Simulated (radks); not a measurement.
Question: The calcium ion Ca4+, 16 electrons, occupied as [Ne] 3s2 3p4. Method: scalar-relativistic Kohn-Sham, PBE, spin-polarised, spherical densities, finite nucleus; open shells are filled with parallel spins first; Fermi nuclear charge, rms radius 3.4776 fm; computed with a radial shooting solver on a logarithmic mesh with Libxc functionals. Some entries of the table are withheld. Estimate them.

orbital,occ.,eigenvalue (eV),r(max) (bohr)
1s up,1,-4009.536,0.05028
1s down,1,-4008.872,0.05028
2s up,1,-472.2164,0.2996
2s down,1,-471.6549,0.2997
2p up,3,-392.9884,0.2462
2p down,3,-392.1694,0.2464
3s up,1,-98.9684,0.9689
3s down,1,-95.6327,0.9694
3p up,3,(1),1.004
3p down,1,(2),1.006

Answer: 
(1) 3p up eigenvalue (eV): -78.7761
(2) 3p down eigenvalue (eV): -75.5774
